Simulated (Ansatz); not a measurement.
The same path of ClF4H2STa (9 atoms, charge 0, multiplicity 1) was run twice with different band settings. Lost on the way: Ta1–Cl2, S7–H9. Made: Cl2–H9.

Computed with RKS B3LYP/def2-SVP (Ansatz).

Relaxed end points:

```xyz
9
Properties=species:S:1:pos:R:3
Ta -0.007 0.056 0.137
Cl 2.293 0.571 0.016
F 0.031 0.434 1.986
F 0.192 -1.008 -1.415
F -0.685 1.637 -0.564
F -1.661 -0.817 0.417
S 0.836 -2.458 1.286
H 0.935 -3.134 0.116
H 2.167 -2.218 1.344
```

```xyz
9
Properties=species:S:1:pos:R:3
Ta -0.426 -0.091 0.222
Cl 3.601 -1.188 -0.157
F 0.246 0.988 1.614
F 0.651 0.748 -1.048
F -2.183 0.474 0.484
F -0.942 -1.424 -1.015
S 0.338 -1.890 1.642
H -0.012 -2.899 0.808
H 2.828 -1.654 0.773
```

Common settings: movable images 7; climbing image yes; optimiser quadratic models (default); start path through a guess of the saddle point; force threshold 0.03 eV/Å; iteration limit 60; end points relaxed.

| run | spring |
| --- | --- |
| 1 | 5.0 eV/Å² |
| 2 | 20.0 eV/Å² |

What does each run give, and how far can it be trusted?

Run 1: converged after 22 iterations, highest image 0.936 eV above the first end. The profile has 2 maxima (images 2, 6) with wells between them (image 5): this band takes more than one step, which may be the mechanism or a detour left from its start path. A vibrational analysis at the climbing image gives one clearly imaginary mode, 394i cm⁻¹: a first-order saddle point.
Run 2: converged after 39 iterations, highest image 0.936 eV above the first end. The profile has 3 maxima (images 2, 4, 6) with wells between them (images 3, 5): this band takes more than one step, which may be the mechanism or a detour left from its start path. Another band between the same ends (7 images) ends at a top of the same energy, where a vibrational analysis finds 1 clearly imaginary mode.
The orbitals stay closed-shell, which can raise the energy where a bond breaks towards radicals; this wasn't checked here.
